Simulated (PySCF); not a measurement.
# Tl (thallium, neutral) across methods

[Xe] 4f14 5d10 6s1 6p1 6d1, one real determinant (an excited configuration). Computed with PySCF 2.14 in aug-cc-pwCVTZ-PP with ECP60MDF (8s7p6d4f1g, 96 functions), with scalar relativity through the core potential.

| method | E (hartree) | mean ε 6s α (eV) | mean ε 6p α (eV) | mean ε 6d α (eV) | Σ⟨r²⟩ (bohr²) | ⟨S²⟩ |
| --- | --- | --- | --- | --- | --- | --- |
| HSE06 | -172.1089 | -14.653 | -6.339 | -0.756 | 103.7 | 3.752 |
| r2SCAN | -172.1840 | -14.341 | -6.148 | -0.679 | 103.4 | 3.754 |
| revPBE | -172.1991 | -13.869 | -5.806 | -0.827 | 104.2 | 3.752 |
| PBE | -172.1410 | -13.921 | -5.822 | -0.794 | 103.4 | 3.751 |
| PBE0 | -172.1108 | -15.077 | -6.741 | -1.001 | 103.7 | 3.752 |
| CAM-B3LYP | -172.0627 | -16.423 | -7.835 | -1.247 | 103.4 | 3.751 |
| UHF | -171.17576 | -17.689 | -9.056 | -1.399 | 105.3 | 3.754 |
| LDA | -171.8459 | -14.185 | -5.900 | -0.708 | 101.6 | 3.751 |
| BHandHLYP | -171.9893 | -15.994 | -7.421 | -1.034 | 104.0 | 3.751 |

⟨L²⟩ = 8.01 against 12 for a pure F term, so this real determinant mixes terms. Energies and moments cover only the electrons outside the core potential. Spin-orbit coupling, absent here, splits the open shell strongly. The outer electron is Rydberg-like, and this basis confines it to a smaller radius and binds it less than a complete one would.
